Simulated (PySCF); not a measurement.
C5H10BNO2.
Atom-mapped SMILES: `[CH3:1]/[N:2]=[CH:3]\[C@@H:4]1[CH2:5][CH2:6][O:7][BH:8][O:9]1` (hydrogens: H10, H11, H12 on C1; H13 on C3; H14 on C4; H15, H16 on C5; H17, H18 on C6; H19 on B8)

Computed with PySCF at PBE0/pcSseg-1 and CAM-B3LYP/def2-SVPD, non-relativistic, on one gas-phase PBE0-D3(BJ)/def2-SVP geometry that isn't relaxed in the solvent. The solvent is an IEF-PCM continuum (van der Waals radii × 1.2). The model holds no explicit solvent molecules, cavitation or dispersion.

Gas phase at PBE0/pcSseg-1: HOMO -7.15 eV, LUMO -0.31 eV, dipole 3.31 D.

Problem. What does the continuum do to the energy, the frontier levels and the dipole at PBE0/pcSseg-1 in chloroform?

Solution. 
```csv
solvent,ε,E(solvent) − E(gas) (kJ/mol),polarisation term (kJ/mol),distortion of the solute (kJ/mol),HOMO (eV),LUMO (eV),dipole (D)
chloroform,4.711,-22.83,-25.69,2.86,-7.16,-0.23,4.04
```

Polarisation term: ½ Σ q·V over the induced surface charges. Distortion: the rise of the solute's own energy as its density leaves the gas-phase optimum.

Problem. Which radius a makes the point-dipole formula ΔE = −[(ε − 1)/(2ε + 1)]·μ²/a³ give the value in chloroform, with the gas-phase dipole?

Solution. μ = 1.303 au and |ΔE| = 0.00869 Eh give a = 2.18 Å; the farthest nucleus lies 3.81 Å from the centroid of the nuclei, so such a sphere wouldn't even hold the nuclei. The formula assumes a rigid point dipole at the centre of a sphere.

Problem. Which IAO charges (PBE0/pcSseg-1) respond most in chloroform (means over atoms taken as equivalent)?

Solution. 
```json
{"atoms": "N2", "environment": "imine nitrogen", "gas (e)": "-0.262", "solvent (e)": "-0.287", "change": "-0.025"}
{"atoms": "H14", "environment": "methine hydrogen", "gas (e)": "+0.136", "solvent (e)": "+0.147", "change": "+0.011"}
{"atoms": "H15", "environment": "methylene hydrogen", "gas (e)": "+0.149", "solvent (e)": "+0.160", "change": "+0.011"}
{"atoms": "O7", "environment": "boron-bound oxygen", "gas (e)": "-0.399", "solvent (e)": "-0.409", "change": "-0.010"}
{"atoms": "H18", "environment": "methylene hydrogen", "gas (e)": "+0.133", "solvent (e)": "+0.141", "change": "+0.008"}
{"atoms": "O9", "environment": "boron-bound oxygen", "gas (e)": "-0.404", "solvent (e)": "-0.412", "change": "-0.008"}
{"atoms": "H17", "environment": "methylene hydrogen", "gas (e)": "+0.153", "solvent (e)": "+0.159", "change": "+0.006"}
{"atoms": "H19", "environment": "B–H hydrogen", "gas (e)": "0.000", "solvent (e)": "-0.006", "change": "-0.006"}
```

Problem. Which Mayer bond orders change most in chloroform?

Solution. 
| bond | length (Å) | gas | solvent | change |
| --- | --- | --- | --- | --- |
| C6–O7 | 1.411 | 0.884 | 0.867 | -0.017 |
| O9–C4 | 1.415 | 0.835 | 0.820 | -0.015 |
| O7–B8 | 1.358 | 1.166 | 1.175 | +0.009 |
| C1–N2 | 1.436 | 0.990 | 0.982 | -0.008 |
| C3–C4 | 1.512 | 0.974 | 0.981 | +0.007 |
| B8–O9 | 1.361 | 1.145 | 1.151 | +0.006 |
| C5–C6 | 1.517 | 1.052 | 1.057 | +0.005 |
| N2–C3 | 1.264 | 1.982 | 1.978 | -0.004 |

Gas phase at CAM-B3LYP/def2-SVPD: HOMO -8.62 eV, LUMO 0.68 eV, dipole 3.17 D.

Problem. What does the continuum do to the energy, the frontier levels and the dipole at CAM-B3LYP/def2-SVPD in chloroform?

Solution. 
| solvent | ε | E(solvent) − E(gas) (kJ/mol) | polarisation term (kJ/mol) | distortion of the solute (kJ/mol) | HOMO (eV) | LUMO (eV) | dipole (D) |
| --- | --- | --- | --- | --- | --- | --- | --- |
| chloroform | 4.711 | -22.33 | -25.61 | 3.28 | -8.62 | 0.82 | 3.93 |

Problem. How does the static polarisability (CAM-B3LYP/def2-SVPD, frozen core, with the continuum's full static response) change?

Solution. 
```json
{"medium": "gas", "isotropic (au)": "85.1", "principal values (au)": "67.4, 81.7, 106.2", "⟨r²⟩ of the electrons (bohr²)": "1350.4"}
{"medium": "chloroform", "isotropic (au)": "103.5", "principal values (au)": "83.6, 100.3, 126.7", "⟨r²⟩ of the electrons (bohr²)": "1351.6"}
```

The isotropic value in chloroform is 1.22 times the gas-phase one; no cavity-field correction is applied. ⟨r²⟩ is taken about the centre of nuclear charge.
